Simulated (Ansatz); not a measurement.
Sr5S4, relaxed as a singlet with RKS PBE0-D4/def2-SVP in Ansatz, starting from the GFN1-xTB geometry. Force threshold 0.02 eV/Å.

In the def2 sets Sr takes a core potential; there is no spin–orbit coupling. The structure comes from a short search, and lower isomers may exist.

Start:

Cartesian coordinates in Å:
```
Sr -0.945 -1.072 2.390
Sr 0.830 1.703 0.611
Sr -2.199 0.007 -0.993
Sr 1.068 -1.868 -0.706
Sr 2.473 2.474 -2.394
S 1.654 -0.670 1.642
S -1.482 -2.387 0.065
S -1.762 1.303 1.333
S 0.362 0.510 -1.947
```

**Question.** Estimate the energy that the relaxation releases and the steps that it takes.

**Answer.** 46.8 kJ/mol, in 14 steps; 1.9 min on 4 threads of Arm Neoverse V2 on a shared host. The force fell under the threshold at step 8, but the optimiser went on. No frequencies were taken in this run, so the end may be a saddle point.

**Question.** Does the start keep its bonding?

**Answer.** By distances, no bond broke or formed. The bond that changes most is Sr2–S9, from 2.86 to 2.98 Å (atoms count from 1). The end is the same structure that another start reached, the lowest one found.

**Question.** Predict the relaxed structure.

**Answer.** 
```tsv
atom	x (Å)	y (Å)	z (Å)
Sr1	-1.1141	-1.1538	2.4172
Sr2	0.9759	1.7290	0.8141
Sr3	-2.1122	0.1188	-1.0865
Sr4	1.1713	-1.9792	-0.5813
Sr5	2.1709	2.6449	-2.8937
S6	1.6203	-0.8076	1.9004
S7	-1.5433	-2.4244	-0.0645
S8	-1.7775	1.3649	1.3762
S9	0.6087	0.5073	-1.8819
```
Bond lengths (bridged metal pairs left out): 13 × S–Sr 2.78 to 2.98 Å.
